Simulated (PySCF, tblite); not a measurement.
Isomers of C8H8FOP. Level: GFN2-xTB in tblite, geometry and Hessian alike; calculated harmonic values, unscaled, isolated species. Against measured fundamentals such values can be off by several per cent, at times by over 20. Modes of hydrogen on phosphorus can be 10 to 20 % off. One conformer each.

Electronic energies: PBE0/pcSseg-1 single points on the GFN2-xTB geometries (PySCF, gas phase).

```
                SMILES  electronic energy, lowest = 0 (kcal/mol)
C=C[P@@H](=O)c1ccccc1F                                       0.8
    CC(=O)c1cc(C)cpc1F                                       0.0
    C=Cc1pc(F)oc1C1CC1                                      40.7
    CC(=O)c1cpc(F)cc1C                                       2.6
    COc1ccc(/P=C\F)cc1                                      26.5
```

How do GFN2-xTB zero-point energies change the relative energies?

```
                SMILES  ZPE (kcal/mol)  of it from modes above 1550 cm⁻¹  electronic (kcal/mol)  with ZPE, lowest = 0 (kcal/mol)  lowest mode (cm⁻¹)  rings
    CC(=O)c1cc(C)cpc1F            86.1                              37.3                    0.0                              0.4                 16i      1
C=C[P@@H](=O)c1ccccc1F            84.9                              41.1                    0.8                              0.0                  46      1
    CC(=O)c1cpc(F)cc1C            85.9                              39.5                    2.6                              2.9                  37      1
    COc1ccc(/P=C\F)cc1            86.2                              39.3                   26.5                             27.1                  39      1
    C=Cc1pc(F)oc1C1CC1            86.8                              37.8                   40.7                             41.8                  39      2
```

The zero-point energies span 1.9 kcal/mol, from `C=C[P@@H](=O)c1ccccc1F` to `C=Cc1pc(F)oc1C1CC1`. Slightly imaginary modes are left out of the zero-point energy: `CC(=O)c1cc(C)cpc1F` 16.3i cm⁻¹. With it `C=C[P@@H](=O)c1ccccc1F` becomes the lowest.

And how do the electronic energies of GFN2-xTB itself compare?

`CC(=O)c1cc(C)cpc1F` 24.3; `C=C[P@@H](=O)c1ccccc1F` 0.0; `CC(=O)c1cpc(F)cc1C` 24.8; `COc1ccc(/P=C\F)cc1` 38.7; `C=Cc1pc(F)oc1C1CC1` 42.2 kcal/mol, lowest = 0. Against the energies above, taken from the same isomer `CC(=O)c1cc(C)cpc1F`, the largest difference is 25.1 kcal/mol.

What do entropy and thermal enthalpy add at 298.15 K and 1 bar (rigid rotor, harmonic oscillator, one conformer each)?

```csv
SMILES,point group,symmetry number,S (cal/(mol K)),H − H(0) (kcal/mol),ZPE + H − H(0) − TS (kcal/mol)
C=C[P@@H](=O)c1ccccc1F,C1,1,103.2,7.38,61.5
CC(=O)c1cpc(F)cc1C,C1,1,108.2,7.89,61.6
COc1ccc(/P=C\F)cc1,C1,1,104.5,7.47,62.6
C=Cc1pc(F)oc1C1CC1,Cs,1,103.5,7.31,63.3
```

Not tabulated: `CC(=O)c1cc(C)cpc1F` (lowest mode only 16i cm⁻¹).
